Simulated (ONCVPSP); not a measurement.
## lead (Pb): one change to an ONCV potential, before and after

```json
{"Element": "Pb", "Generator": "ONCVPSP 4.0.1", "Type": "optimised norm-conserving Vanderbilt (ONCV)", "Functional": "LDA (Perdew-Zunger)", "Relativity": "scalar-relativistic", "Frozen core": "[Kr] 4d10 4f14", "Valence charge": "22", "Reference configuration": "5s2 5p6 5d10 6s2 6p1.75 (charge +0.25)", "Partial waves": "5s+6s: rc 1.15 bohr, ncon 4, nbas 8, qcut 8.8 1/bohr, 2 projectors; 5p+6p: rc 1.55 bohr, ncon 3, nbas 7, qcut 7.5 1/bohr, 2 projectors; 5d: rc 1.15 bohr, ncon 4, nbas 8, qcut 7.9 1/bohr, 2 projectors, debl 0.3 Ha", "Local potential": "polynomial inside 1.15 bohr (lpopt 5, dvloc0 0 Ha)", "Core correction": "none"}
```

In the d channel the program set the typed energies aside and used -0.848, 0.250 Ha.

All-electron outer shells of the reference configuration (LDA (Perdew-Zunger), scalar-relativistic, ld1.x):

```
shell  level (eV)  outermost node (bohr)  outermost maximum (bohr)
   4d     -403.73                   0.19                      0.39
   5s     -146.21                   0.45                      0.78
   4f     -135.04                      –                      0.35
   5p      -87.74                   0.49                      0.88
   5d      -23.07                   0.52                      1.07
   6s      -14.02                   1.01                      1.95
   6p       -5.21                   1.18                      2.60
```

Change: all radii scaled by about 1.20 (s 1.38, p 1.86, d 1.38 bohr); local potential polynomial inside 1.38 bohr (lpopt 5, dvloc0 0 Ha).

Cutoffs: the cutoffs (Ha) at which the residual kinetic energy of the hardest occupied pseudo-wave falls to 1 and 0.1 mHa per electron; they do not see the model core or the augmentation charge, which bear on the density cutoff. Errors are all-electron minus pseudo energies relative to the spin-unpolarised reference configuration.

**Question.** What does the change do?

**Answer.** The potential gets softer (37 Ha and 113 Ha → 30 Ha and 35 Ha); the errors of the 4 common tests hardly move; neither file shows a bound ghost. A larger radius leaves more room for a smooth pseudo-wave, so fewer plane waves are needed.

```tsv
quantity	base	changed
cutoff, loose	37 Ha	30 Ha
cutoff, tight	113 Ha	35 Ha
loose cutoff by channel	s 37 Ha, p 18 Ha, d 24 Ha	s 30 Ha, p 19 Ha, d 25 Ha
bound ghosts	none	none
GHOST(+) flags under 300 eV	none	none
error for 5s2 5p6 5d10 6s2 6p2, meV [ΔE -1.11 eV]	+0.4	+0.4
error for 5s2 5p6 5d10 6s2 6p1, meV [ΔE 5.72 eV]	-2.4	-2.5
error for 5s2 5p6 5d10 6s2 6p0, meV [ΔE 19.48 eV]	-9.0	-9.3
error for 5s2 5p6 5d10 6s1 6p0, meV [ΔE 52.36 eV]	-21	-24
```
